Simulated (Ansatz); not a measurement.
System: LuF₂ (charge 0, doublet). The spin state was set by rule; other spins were not relaxed. SMILES of the parent species: [F][Lu][F]
Structure (B3LYP-D3(BJ)/def2-TZVP (Ansatz, a quantum-chemistry and plane-wave program) minimum search):
```
Lu
F 1 1.9474
F 1 1.9474 2 117.41
```
Charge 0, spin multiplicity 2.

Wanted: atomisation energy (electronic, to ground-state atoms), in kcal/mol. Cores are frozen in the correlated levels unless marked. UHF or UKS for open shells. No spin-orbit coupling. The frozen core is the preceding noble-gas configuration, with the filled d and f shells of earlier blocks. In def2 rows, elements after Kr have scalar-relativistic effective core potentials. 

```csv
level,program,atomisation energy (kcal/mol)
PBE0/def2-SVP,Ansatz,308.7
PBE0-D3(BJ)/def2-TZVP,Ansatz + dftd3,301.4
PBE0-D4/def2-TZVP,Ansatz + dftd4,301.6
PBE0/def2-TZVP,Ansatz,300.9
PBE0/def2-QZVPP,Ansatz,301.4
RPA@PBE/def2-TZVPP,Ansatz,278.4
RPA@PBE/def2-QZVPP,Ansatz,282.9
CCSD/def2-SVP,Ansatz,297.5
CCSD(T)/def2-SVP,Ansatz,300.2
```
